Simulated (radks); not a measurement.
The numbers below are computed, except where a source is named.
Ionisation of the molybdenum ion Mo2+, [Kr] 4d4, to Mo3+, [Kr] 4d3, under several functionals. Scalar-relativistic Kohn-Sham, spin-polarised, spherical densities, point nucleus; open shells are filled with parallel spins first (spin-orbit coupling, left out, can overturn this in heavy ions); a radial shooting solver on a logarithmic mesh with Libxc functionals.

| functional | E(Mo2+) (hartree) | Exc (hartree) | IE (eV) | -e(HOMO) (eV) | <r> HOMO (bohr) | IE error (eV) |
|---|---|---|---|---|---|---|
| Wu-Cohen GGA | -4047.28328 | -122.46603 | 27.836 | 21.947 | 1.712 | +0.706 |
| PW91 | -4048.60729 | -123.80639 | 27.889 | 21.994 | 1.713 | +0.759 |
| B86b exchange with PBE correlation | -4048.46815 | -123.66503 | 27.852 | 21.956 | 1.712 | +0.722 |
| LDA (Slater exchange, VWN5 correlation) | -4043.69146 | -118.82552 | 27.920 | 22.035 | 1.716 | +0.790 |
| XLYP | -4048.86086 | -124.04952 | 27.585 | 21.675 | 1.719 | +0.455 |
| BLYP | -4048.42707 | -123.61118 | 27.558 | 21.649 | 1.718 | +0.428 |
| exchange-only B88 | -4046.44555 | -121.60115 | 26.942 | 21.126 | 1.734 | -0.188 |

NIST Atomic Spectra Database: 27.1 eV (semi-empirical). Closest: exchange-only B88. The Delta-SCF values span 0.98 eV, the total energies 5.17 hartree. The highest occupied level is 4d. Open shells are spherical and high-spin; term and fine-structure splittings are not resolved.
